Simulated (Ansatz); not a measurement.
`C#C[SiH](F)Cl` + `FC[SiH2]F` → `FC[SiH](F)Cl` + `C#C[SiH2]F`  (redistribution)

Program: Ansatz. Geometries: PBE0-D4/def2-TZVP. ΔE: electronic, gas phase. CCSD(T)/CBS is the MP2 limit (def2-TZVPP, def2-QZVPP) plus CCSD(T) − MP2 in def2-TZVPP, frozen cores. This one scheme is used for every species. DFT in def2-TZVPP. B3LYP here is the variant with VWN-RPA as its local correlation; programs differ in this. Each species was taken in one conformer, which may not be the lowest.

Q: Is it downhill or uphill in electronic energy at CCSD(T)/CBS, and by how much? (Estimate.)

A: The calculation gave: Downhill: ΔE = -1.2 kcal/mol.

Q: What do these levels give: r2SCAN-D4, PBE0-D4, ωB97M-V, PBE, B3LYP, HF/def2-TZVPP, SCS-MP2/def2-TZVPP, CCSD(T)/def2-TZVPP, HF/def2-QZVPP, MP2/def2-QZVPP, MP2/CBS(def2), CCSD/CBS(def2)? (Estimate.)

A: Ansatz gave: r2SCAN-D4 -1.2, PBE0-D4 -1.2, ωB97M-V -1.3, PBE -1.2, B3LYP -1.2, HF/def2-TZVPP -1.4, SCS-MP2/def2-TZVPP -1.1, CCSD(T)/def2-TZVPP -1.2, HF/def2-QZVPP -1.4, MP2/def2-QZVPP -1.0, MP2/CBS(def2) -1.0, CCSD/CBS(def2) -1.2 kcal/mol.

Largest T1 diagnostic among the species: 0.012.
